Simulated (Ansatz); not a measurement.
InH2I⁺, relaxed as a doublet with UKS r2SCAN-D4/def2-TZVP in Ansatz, starting from the r2SCAN-D4/def2-TZVP geometry of the neutral singlet. Force threshold 0.02 eV/Å.

In the def2 sets I, In take a core potential; there is no spin–orbit coupling. The relaxation made no stability test and no search for a lower SCF solution.

Start:

Cartesian coordinates in Å:
```
In -0.107 0.165 -0.264
H -0.853 1.650 0.117
H 0.203 -0.638 -1.736
I 0.757 -1.177 1.884
```

```
        step  energy (eV)  largest force component (eV/Å)  SCF passes
           1  -13304.1707                           0.771          18
           2  -13304.2614                           0.668          27
           3  -13304.3092                           0.581          24
           4  -13304.3382                           0.025          20
5 (rejected)  -13304.3380                           0.025          22
           6  -13304.3384                           0.002          23
```

Force components are those of the run's own axes.

End:

```xyz
4

In   -0.193    0.300   -0.480
H    -0.839    1.645    0.276
H     0.276   -0.769   -1.680
I     0.756   -1.176    1.884
```

By distances, no bond broke or formed. The bond that changes most is In1–I4, from 2.68 to 2.94 Å (atoms count from 1).

No frequencies were taken in this run, so the end may be a saddle point.

Run time 11 s (4 threads of Arm Neoverse V1 on a shared host).
